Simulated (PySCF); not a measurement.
Molecule: sum formula TaO₄H₃, charge 0, multiplicity 1. SMILES: [O]=[Ta]([OH])([OH])[OH]
Structure (B3LYP-D3(BJ)/def2-TZVP (Ansatz) minimum search):
```xyz
8

Ta     0.0101     0.0075    -0.0094
O      1.1255     0.8388    -1.0427
O      0.9901    -0.9422     1.3418
H      1.9355    -1.0025     1.4945
O     -1.0177    -1.2305    -1.0574
H     -0.9866    -1.4222    -1.9972
O     -1.1595     1.2879     0.8155
H     -1.1928     2.2430     0.7286
```

Dispersion corrections to the total energy (kcal/mol) from the dftd3 and dftd4 libraries through PySCF: D3(BJ) without and D4 with the three-body term, each with the damping fitted for the functional named.

```
functional  D3(BJ)     D4
----------  ------  -----
r2SCAN       -0.87  -0.86
PBE          -3.10  -3.58
PW6B95       -2.06  -3.10
BHLYP        -5.24      …
BP86         -5.72  -4.90
B3LYP            …  -5.77
revPBE           …  -9.16
```

**Question.** Complete the blanks.

**Answer.** 
- BHLYP, D4: -4.85
- B3LYP, D3(BJ): -5.93
- revPBE, D3(BJ): -7.18
